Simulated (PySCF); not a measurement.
# Polarisability and C₆ of Zr⁺ (zirconium, charge +1)

[Kr] 4d1 5s2, 2D determinant (an excited configuration). All numbers are calculated (PySCF 2.14, scalar relativity by spin-free X2C-1e, in x2c-TZVPPall with one added diffuse shell each of s, p, d, f type (9s7p7d3f1g, 95 functions)). Coupled (time-dependent) response in atomic units; α is the mean over directions.

```csv
method,mean α (bohr³),"α xx, yy, zz",C₆ (like pair),S(−4)
CAM-B3LYP,63.69,"64.48, 64.48, 62.11",641.1,1774
```

S(−4) is the Cauchy moment in α(ω) = α(0) + S(−4) ω² + …

Spin-orbit coupling is absent.

α(iu) at CAM-B3LYP:

```
u (hartree)  α(iu) (bohr³)
          0          63.69
     0.0500          59.58
      0.100          50.18
      0.200          31.91
      0.300          21.01
      0.500          11.41
      0.750          6.947
       1.00          4.867
       1.50          2.861
       2.00          1.891
       3.00         0.9942
       5.00         0.4107
```

A single London oscillator, α(iu) = α/(1 + u²/ω²), gives C₆ = (3/4) ω α². Matching the computed C₆ needs ω = 4 × 641.1 / (3 × 63.69²) = 0.211 hartree.

For an ion, C₆ is the dispersion term alone; charge-induced terms of lower order in 1/R come first.

The components differ because the open shell of this determinant is not spherical; for a pure term their mean is the scalar polarisability.
